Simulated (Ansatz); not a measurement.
CH$_{3}$F$_{2}$ISi, SMILES `C[Si](F)(F)I`, relaxed with RKS PBE0-D4/def2-TZVP in Ansatz from a PBE-D4/def2-SVP geometry. The force threshold is 0.005 eV/Å; the program also tests the step.

Charge 0, multiplicity 1. I takes the def2 core potential.

Start:

```xyz
8

C    -0.870   -0.502   -0.299
Si    0.645    0.480    0.122
F     1.660    0.540   -1.150
F     0.251    2.023    0.460
I     1.863   -0.433    2.031
H    -1.387   -0.041   -1.165
H    -0.596   -1.543   -0.560
H    -1.567   -0.525    0.562
```

| step | energy (eV) | largest force (eV/Å) | largest move (Å) |
| --- | --- | --- | --- |
| 1 | -22497.5304 | 1.291 | 0.000 |
| 2 | -22497.5893 | 0.798 | 0.047 |
| 3 | -22497.6140 | 0.309 | 0.030 |
| 4 | -22497.6160 | 0.030 | 0.012 |
| 5 | -22497.6161 | 0.010 | 0.005 |
| 6 | -22497.6162 | 0.001 | 0.003 |

End:

```xyz
8

C    -0.862   -0.494   -0.299
Si    0.638    0.477    0.119
F     1.626    0.534   -1.119
F     0.253    1.978    0.452
I     1.856   -0.419    2.007
H    -1.369   -0.041   -1.155
H    -0.592   -1.521   -0.552
H    -1.551   -0.514    0.547
```

Run time 9 s (4 threads of an AMD EPYC 9B45 on a shared host); peak host memory 0.55 GiB.
